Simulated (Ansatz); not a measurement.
# Ligand exchange: HF + SnH2(CH3)(SiH3) → SiH4 + SnH2(CH3)F

Gas-phase species: HF (hydrogen fluoride), singlet; SnH2(CH3)(SiH3), singlet; SiH4 (silane) `[SiH4]`, singlet; SnH2(CH3)F, singlet. The partners trade F for SiH3: H–F and Sn–SiH3 bonds give way to H–SiH3 and Sn–F.

Shapes, held fixed at every level: PBE0-D4/def2-TZVP. Programs: Ansatz 0.2.0. The zero-point and thermal change to 298 K, harmonic and unscaled (PBE0-D4/def2-TZVP), is -5.5 kJ/mol.

```csv
level,kind,ΔH(298 K) (kJ/mol),less CCSD(T)/def2-TZVPP
HF/def2-TZVPP,Hartree–Fock,-67.8,-29.9
BHLYP-D4/def2-TZVPP,global hybrid,-48.5,-10.6
r2SCAN0-D4/def2-TZVPP,global hybrid,-39.4,-1.5
wB97X-V/def2-TZVPP,range-separated hybrid,-51.5,-13.6
MP2/def2-TZVPP,perturbation theory,-35.4,+2.5
CCSD/def2-SVP,coupled cluster or CI,-49.8,-11.9
CCSD(T)/def2-TZVPP,coupled cluster or CI,-37.9,0.0
```

The highest level, CCSD(T)/def2-TZVPP, gives ΔH(298 K) = -37.9 kJ/mol; the levels span -67.8 to -35.4. The column of differences is taken from that level and isn't an error. No measured value is set beside it here. For atoms past krypton def2 sets carry core potentials with scalar relativity. Outer-core shells of Sn are correlated, in sets that cover them unevenly.
